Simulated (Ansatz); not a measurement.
Cost and result for the atomization energy of C2HAlF2O, SMILES `F[C]1=C[O][Al]1[F]` (7 atoms, 7 bonds).

Charge 0, multiplicity 1. Geometry: relaxed with PBE0-D4/def2-TZVP. Program: Ansatz. All runs use 2 threads of an Intel Xeon Platinum 8559C on a shared host. Times are those of one run each, without the atoms' runs, and a repeat can differ threefold. Electronic energies, without spin–orbit coupling; frozen cores. CCSD(T)/CBS adds CCSD(T) − MP2 in def2-TZVPP to the MP2 limit, and its time is that of the two runs behind it. T1 = 0.015. HSE06 is the plane-wave form, built on full-range PBE exchange.

CCSD(T)/CBS is a level of theory with its own doubt, some kJ/mol a heavy atom from the limit and from the frozen cores, so smaller differences don't rank the functionals.

| level | functions | wall time |
| --- | --- | --- |
| LDA (SPW92)/def2-TZVPP | 211 | 0.95 s |
| PBE-D4/def2-TZVPP (with forces) | 211 | 1.9 s |
| PBE0-D4/def2-TZVPP | 211 | 2.1 s |
| HSE06-D4/def2-TZVPP | 211 | 2.5 s |
| CAM-B3LYP-D4/def2-TZVPP | 211 | 2.6 s |
| r2SCAN-D4/def2-TZVPP (with forces) | 211 | 3.3 s |
| r2SCANh-D4/def2-TZVPP | 211 | 3.5 s |
| CCSD(T)/def2-SVP | 93 | 3.6 s |
| B2PLYP/def2-TZVPP | 211 | 4.2 s |
| ωB97X-V/def2-TZVPP | 211 | 5.5 s |
| MP2/def2-QZVPP | 385 | 15 s |
| CCSD(T)/def2-TZVPP | 211 | 71 s |
| CCSD(T)/CBS(def2) | – | 85 s |

Q: What atomization energy does each give, and how far from CCSD(T)/CBS? (Estimate.)

A: Ansatz gave: 
```tsv
level	atomization (kJ/mol)	difference from CCSD(T)/CBS	per bond
LDA (SPW92)/def2-TZVPP	3644.3	591.1	84.4
PBE-D4/def2-TZVPP (with forces)	3185.9	132.7	19.0
PBE0-D4/def2-TZVPP	3060.8	7.6	1.1
HSE06-D4/def2-TZVPP	3064.4	11.2	1.6
CAM-B3LYP-D4/def2-TZVPP	3055.9	2.7	0.4
r2SCAN-D4/def2-TZVPP (with forces)	3082.2	29.0	4.1
r2SCANh-D4/def2-TZVPP	3038.3	-14.9	-2.1
CCSD(T)/def2-SVP	2860.0	-193.2	-27.6
B2PLYP/def2-TZVPP	3018.2	-35.0	-5.0
ωB97X-V/def2-TZVPP	3054.2	1.0	0.1
MP2/def2-QZVPP	3172.1	118.9	17.0
CCSD(T)/def2-TZVPP	2952.8	-100.4	-14.3
CCSD(T)/CBS(def2)	3053.2	0.0	0.0
```

From BLYP to BHLYP (50 % exact exchange), in def2-TZVPP and without D4, the atomization energy moves by −193.3 kJ/mol: exact exchange takes away binding that semilocal exchange gives to molecules. At CCSD(T), def2-SVP lies −193.2 kJ/mol from the extrapolated value and def2-TZVPP −100.4 kJ/mol: correlation converges slowly with the basis, and small sets miss more of it in the bonded molecule than in its fragments. In def2-TZVPP, CCSD(T) changes the Hartree–Fock value by +880.2 kJ/mol (the triples alone add +75.9 kJ/mol) and MP2 by +1038.8 kJ/mol; breaking electron pairs costs correlation energy, which Hartree–Fock lacks.
